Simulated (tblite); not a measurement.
Species: 4-methoxybenzenethiol, C7H8OS.
SMILES with atom numbers: `[CH3:1][O:2][c:3]1[cH:4][cH:5][c:6]([SH:7])[cH:8][cH:9]1` (hydrogens: H10, H11, H12 on C1; H13 on C4; H14 on C5; H15 on S7; H16 on C8; H17 on C9)

Geometry (GFN2-xTB, Å), atoms numbered from 1 in this order:
```xyz
17
C7H8OS angstrom
C     -2.8133   -0.8840   -0.0970
O     -2.1196    0.3382   -0.0423
C     -0.7653    0.3155    0.0993
C     -0.1410    1.5631    0.1718
C      1.2237    1.6571    0.3199
C      1.9972    0.5029    0.3954
S      3.7497    0.6755    0.5827
C      1.3861   -0.7372    0.3217
C      0.0123   -0.8341    0.1744
H     -3.8647   -0.6204   -0.2000
H     -2.6753   -1.4661    0.8200
H     -2.5064   -1.4848   -0.9594
H     -0.7540    2.4479    0.1106
H      1.7012    2.6230    0.3790
H      4.0201   -0.6285    0.6098
H      1.9755   -1.6413    0.3778
H     -0.4331   -1.8148    0.1197
```

Computed with GFN2-xTB (tblite): harmonic, unscaled wavenumbers at the GFN2-xTB geometry, gas phase. Against measured fundamentals such values can be off by several per cent, at times by over 20. Modes of hydrogen on sulfur can be 10 to 20 % off. One conformer, not necessarily the lowest.

Harmonic wavenumbers (cm⁻¹): 74.7, 134.1, 190.4, 195.5, 227.2, 284.4, 324.8, 350.2, 378.2, 477.1, 481.7, 601.5, 628.8, 653.7, 792.9, 810.2, 856.4, 858.9, 887.9, 914.1, 990.4, 1065.0, 1117.3, 1122.1, 1128.6, 1157.7, 1192.4, 1253.6, 1270.0, 1335.4, 1401.3, 1410.9, 1462.7, 1472.3, 1484.3, 1573.4, 1598.6, 2427.7, 2929.9, 2943.8, 3027.8, 3072.0, 3097.0, 3104.5, 3113.0.

A = 4858, B = 695.7, C = 610.9 MHz; mass 140.030 u (most abundant isotopes); point group Cs, symmetry number 1.

Task: Zero-point energy?

Result: ½Σν̃ = 27937 cm⁻¹ = 79.88 kcal/mol.

Task: Entropy at 500 K, 1 bar (ideal gas, RRHO, classical rotation)?

Result: Translation 43.32, rotation 30.97, vibration 41.08: S = 115.4 cal/(mol K).

Task: And Cp and H(500 K) − H(0)?

Result: Cp = 52.76 cal/(mol K), of which vibrations give 44.81 (their classical limit is 45 R = 89.4); H(500 K) − H(0) = 15.27 kcal/mol without the zero-point energy, 11.30 from vibrations.

Task: How do the functions run with temperature in this model?

Result: 
```
 T (K)  S (cal/(mol K))  Cp (cal/(mol K))  H − H(0) (kcal/mol)  G − H(0) (kcal/mol)  ln q(vib)
   150             73.7              21.2                 2.04                -9.01       1.66
   250             86.8              31.0                 4.65               -17.05       3.71
298.15             92.7              35.6                 6.26               -21.37       4.76
   400            104.5              45.0                10.37               -31.42       7.03
   600            125.6              59.1                20.88               -54.47      11.57
   900            152.3              72.2                40.75               -96.28      18.10
```

q(vib) and H(0) count from the zero-point level.

Task: Which modes carry the vibrational entropy at 500 K?

Result: 74.7 cm⁻¹: 5.05; 134.1 cm⁻¹: 3.89; 190.4 cm⁻¹: 3.21; 195.5 cm⁻¹: 3.16; 227.2 cm⁻¹: 2.87; 284.4 cm⁻¹: 2.44 cal/(mol K); the other 39 give 20.48 together.

Task: What must be added to the electronic energy to get the Gibbs energy at 500 K and 1 bar?

Result: ZPE + [H(500 K) − H(0)] − T·S = 79.88 + 15.27 − 57.69 = 37.46 kcal/mol.

Task: Blend soft modes into free rotors: weight 1/[1 + (100 cm⁻¹/ν̃)⁴] for the oscillator and the rest for a rotor with moment μB/(μ + B), μ = h/(8π²ν), B = 10⁻⁴⁴ kg m². What vibrational entropy results?

Result: 39.76 cal/(mol K) in place of 41.08, which changes −T·S at 500 K by +0.66 kcal/mol.

Hindered rotation and anharmonicity are outside this model. Other conformers, if any are populated, would add a mixing term that is left out.

The run took 0.49 s of wall time on one thread, Arm Neoverse V2 (aarch64), on a shared host. The figure is for the frequency step alone.
